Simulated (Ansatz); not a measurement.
Species: sum formula AlOF2H, charge 0, multiplicity 1. 
Coordinates optimised at B3LYP-D3(BJ)/def2-TZVP (Ansatz, a first-principles code):
SMILES: [F][Al]([OH])[F]
```xyz
5

Al    -0.0065     0.0132    -0.0079
F     -1.3902    -0.8427    -0.2376
F      0.0720     1.5441    -0.5861
O      1.3237    -0.6222     0.7943
H      1.3595    -1.5063     1.1617
```
Charge 0, spin multiplicity 1.

Total electronic energies in hartree. Correlated levels leave the core frozen unless marked. Spin-orbit coupling is left out. Non-relativistic unless marked X2C. CBS(X,Y): correlation extrapolated as X^-3; Hartree-Fock from the larger set. The bracket is a focal-point correction in the basis named.

```tsv
level	program	energy (Eh)
HF/cc-pVTZ	Ansatz	-516.57720
HF/cc-pwCVTZ	Ansatz	-516.58811
HF/aug-cc-pV(Q+d)Z	Ansatz	-516.61587
revPBE-D3(BJ)/def2-TZVPD	Ansatz + dftd3	-518.14354
B97M-V/def2-TZVPD	Ansatz	-518.13642
PBE0/def2-TZVP	Ansatz	-517.90207
r2SCANh-D4/def2-TZVPD	Ansatz + dftd4	-518.13339
HSE06/def2-TZVPD	Ansatz	-517.88803
B2GP-PLYP-D4/def2-TZVPD	Ansatz + dftd4	-517.95406
B2PLYP-D3(BJ)/def2-TZVPD	Ansatz + dftd3	-518.03783
MP2/STO-3G	Ansatz	-509.71095
CCSD(T)/STO-3G	Ansatz	-509.73563
X2C-CCSD(T)/cc-pVTZ-DK	Ansatz	-518.08291
RI-MP2/CBS(aug-cc-pV(T+d)Z,aug-cc-pV(Q+d)Z)+[CCSD(T)-MP2]/aug-cc-pV(D+d)Z	Ansatz	-517.5894
RI-MP2/CBS(aug-cc-pV(T+d)Z,aug-cc-pV(Q+d)Z)+[CCSD(T)-MP2]/aug-cc-pV(T+d)Z	Ansatz	-517.5926
```

Totals of different functionals don't rank their quality; only differences between species are comparable.
